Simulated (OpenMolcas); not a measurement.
## Er3+: effect of the metal basis

Er3+ with 2 ligands (fluoride) in linear coordination (D∞h) at 1.94 Å.

```
Program             : OpenMolcas
Method              : CASSCF
Spin-orbit coupling : RASSI with atomic mean-field integrals over the reference wave functions
```

Fixed: ligand basis ANO-RCC-VDZP, active space 11 electrons in 7 orbitals (4f), DKH2 Hamiltonian.

States (labels by Λ). Energies in cm-1 above the lowest state or level, χT in cm3 K/mol.

| Run | Metal basis | Ground state | First state of that spin | First gap with spin-orbit (degeneracies) | Width of lowest J | χT at 300 K | Cost |
| --- | --- | --- | --- | --- | --- | --- | --- |
| A | ANO-RCC-VDZP | 4Σ | 4Π 164.4 | 137.0 (2, 2) | 2638 | 10.985 | roughly 22 core-seconds |
| B | ANO-RCC-VTZP | 4Σ | 4Π 164.8 | 137.9 (2, 2) | 2719 | 10.985 | roughly 40 core-seconds |

Against A, the width of the lowest J multiplet changes by +3.1 % in B.

Costs are those of the RASSCF and RASSI steps.

High states are left out of the spin-orbit mixing, which shifts the levels that they would mix with. Without dynamic correlation the ligand-field splitting of an f shell can come out too small, at times by half. No measured value stands beside these numbers; the geometry is a model, was not optimised and need not be the one that this ion takes.
